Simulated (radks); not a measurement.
The selenium anion Se2-, [Kr], held by a Watson sphere: a shell of charge +2 at radius R that stands for the Madelung well of a crystal (potential energy -2/R inside, -2/r outside, in hartree with lengths in bohr). Calculated with a radial shooting solver on a logarithmic mesh with Libxc functionals: scalar-relativistic Kohn-Sham, LDA (Slater exchange, Perdew-Wang correlation), spin-polarised, spherical densities, finite nucleus; Fermi nuclear charge, rms radius of each element as measured or else 0.836 A^(1/3) + 0.57 fm. Response by self-consistent Sternheimer equations with the Hartree and adiabatic LDA kernel, the relativistic mass of each level held fixed and spin-orbit coupling left out. The sphere does not respond.

| R (bohr) | e(3d) (eV) | e(4s) (eV) | e(4p) (eV) | <r> 4p (bohr) | sum of <r^2> (bohr^2) | X-ray form factor at sin(theta)/lambda = 0.2 1/angstrom | alpha (bohr^3) |
|---|---|---|---|---|---|---|---|
| 2.19 | -51.902 | -18.531 | -8.041 | 2.278 | 52.56 | 27.220 | 29.88 |
| 2.27 | -51.736 | -18.296 | -7.902 | 2.300 | 53.36 | 27.182 | 31.17 |
| 2.76 | -51.013 | -17.000 | -7.005 | 2.428 | 58.22 | 27.008 | 40.78 |
| 4.22 | -49.500 | -14.394 | -4.624 | 2.731 | 71.48 | 26.872 | 89.33 |
| 4.5 | -49.245 | -14.046 | -4.260 | 2.777 | 73.84 | 26.873 | 102.9 |
| 4.69 | -49.080 | -13.829 | -4.031 | 2.807 | 75.42 | 26.875 | 113.1 |
| 4.93 | -48.880 | -13.575 | -3.759 | 2.843 | 77.40 | 26.879 | 127.3 |
| 5.06 | -48.776 | -13.447 | -3.620 | 2.862 | 78.47 | 26.881 | 135.6 |

Estimate the row for R = 3.28 bohr.

Answer. e(3d) (eV) -50.437; e(4s) (eV) -15.887; e(4p) (eV) -6.071; <r> 4p (bohr) 2.549; sum of <r^2> (bohr^2) 63.17; X-ray form factor at sin(theta)/lambda = 0.2 1/angstrom 26.914; alpha (bohr^3) 54.36.
